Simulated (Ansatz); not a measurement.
## Low-lying states of VF

Calculated in Ansatz's Gaussian-basis code. State-averaged CASSCF with equal weights; occupations are averaged over the states; levels count from the state that is lowest in CASSCF. Small basis; these aren't basis-limit values. No symmetry is imposed, so a solution can break that of the shape. No proof that the lowest CASSCF solution was found. The average may hold one member of a degenerate pair alone.

Geometry: bond length 2.6640 Å. A bond is stretched, to 1.27 times the sum of the covalent radii.

Basis def2-SVP, nonrelativistic, 6 orbitals frozen in the corrections; active space CAS(10,9). Averaged: 2 quintets.

(1) Give the levels in order.

Same geometry.

Basis def2-SVP, nonrelativistic, 10 orbitals frozen in the corrections; active space CAS(10,9). Averaged: 2 quintets. This solution's mean lies 1.76 eV over the lowest met.

(2) Give the levels in order.

## Answers

(1) 

```json
{"state": "quintet", "CASSCF (eV)": "0.000", "SC-NEVPT2 (eV)": "0.000"}
{"state": "quintet", "CASSCF (eV)": "0.040", "SC-NEVPT2 (eV)": "0.051"}
```

Occupations: 1.99, 1.99, 1.99, 1.00, 1.00, 1.00, 0.51, 0.51, 0.01.

(2) 

```tsv
state	CASSCF (eV)	SC-NEVPT2 (eV)
quintet	0.000	0.000
quintet	2.259	2.691
```

Occupations: 1.99, 1.97, 1.50, 1.50, 1.00, 1.00, 1.00, 0.03, 0.01.
